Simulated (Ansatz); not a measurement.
A structure relaxed at PBE0-D4/def2-TZVP, charge 0, multiplicity 1:

```json
{"atom": "C1", "x (Å)": "3.027", "y (Å)": "0.367", "z (Å)": "-0.127"}
{"atom": "S2", "x (Å)": "1.595", "y (Å)": "-0.702", "z (Å)": "0.121"}
{"atom": "C3", "x (Å)": "0.262", "y (Å)": "0.390", "z (Å)": "-0.091"}
{"atom": "C4", "x (Å)": "0.535", "y (Å)": "1.825", "z (Å)": "-0.403"}
{"atom": "C5", "x (Å)": "-1.017", "y (Å)": "-0.041", "z (Å)": "0.021"}
{"atom": "C6", "x (Å)": "-1.384", "y (Å)": "-1.412", "z (Å)": "0.322"}
{"atom": "C7", "x (Å)": "-2.855", "y (Å)": "-1.722", "z (Å)": "0.420"}
{"atom": "O8", "x (Å)": "-0.541", "y (Å)": "-2.278", "z (Å)": "0.492"}
{"atom": "H9", "x (Å)": "3.883", "y (Å)": "-0.296", "z (Å)": "-0.002"}
{"atom": "H10", "x (Å)": "3.067", "y (Å)": "0.792", "z (Å)": "-1.130"}
{"atom": "H11", "x (Å)": "3.096", "y (Å)": "1.159", "z (Å)": "0.619"}
{"atom": "H12", "x (Å)": "-0.403", "y (Å)": "2.370", "z (Å)": "-0.503"}
{"atom": "H13", "x (Å)": "1.095", "y (Å)": "1.931", "z (Å)": "-1.336"}
{"atom": "H14", "x (Å)": "1.127", "y (Å)": "2.299", "z (Å)": "0.383"}
{"atom": "H15", "x (Å)": "-1.812", "y (Å)": "0.684", "z (Å)": "-0.122"}
{"atom": "H16", "x (Å)": "-3.365", "y (Å)": "-1.452", "z (Å)": "-0.509"}
{"atom": "H17", "x (Å)": "-2.997", "y (Å)": "-2.781", "z (Å)": "0.623"}
{"atom": "H18", "x (Å)": "-3.312", "y (Å)": "-1.132", "z (Å)": "1.220"}
```

Give its formula and SMILES.

C6H10OS, `CS/C(C)=C\C(C)=O`.

Point group (tolerance 0.08 Å, 0.16 Å for H)?

Cs.

Summarise the bond lengths by kind.

2 × C–S 1.736 to 1.804 Å; 10 × C–H 1.085 to 1.094 Å; 4 × C–C 1.354 to 1.506 Å; 1 × C–O 1.220 Å.

Program: Ansatz 0.2.0.
